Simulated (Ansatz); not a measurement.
Coupled-cluster diagnostics for BiH₂F, Ansatz.

Geometry of the singlet (PBE-D4/def2-TZVP):

```tsv
atom	x (Å)	y (Å)	z (Å)
Bi1	0.385	0.012	-0.684
H2	0.801	1.115	0.700
H3	0.452	-1.400	0.459
F4	-1.638	0.273	-0.476
```

In the def2 sets Bi takes a core potential; there is no spin–orbit coupling. Correlated methods freeze 5 core orbitals; core or outer-core shells of Bi are correlated, in sets that lack core-valence functions.

(1) Estimate the CCSD(T) correlation energy, the shares of MP2 and (T), T1 and the reference's ⟨S²⟩ for: charge 0, singlet, own geometry in def2-TZVPP; charge 0, singlet, own geometry in def2-TZVPD; charge 1, doublet, vertical in def2-TZVPP; charge -1, doublet, vertical in def2-TZVPD; and the rough time on 2 threads of Arm Neoverse V1 on a shared host.

Answers

(1) 
```csv
state,basis,correlation (eV),MP2 share (%),(T) share (%),T1,⟨S²⟩ (pure),wall time,remarks
"charge 0, singlet, own geometry",def2-TZVPP,-19.038,99.8,2.6,0.016,0.00 (0.00),9 s,–
"charge 0, singlet, own geometry",def2-TZVPD,-19.035,99.7,2.7,0.016,0.00 (0.00),11 s,–
"charge 1, doublet, vertical",def2-TZVPP,-18.432,99.0,2.9,0.026,0.81 (0.75),35 s,–
"charge -1, doublet, vertical",def2-TZVPD,-19.507,99.8,2.8,0.019,0.76 (0.75),48 s,HOMO above zero
```
Customary marks for T1 are 0.02 (closed shells), 0.045 (open shells) and about 0.05 (3d metals). T1 exceeds 0.02 in 1 of 4 rows and 0.045 in 0; the higher it lies, the less the single-reference result can be trusted.
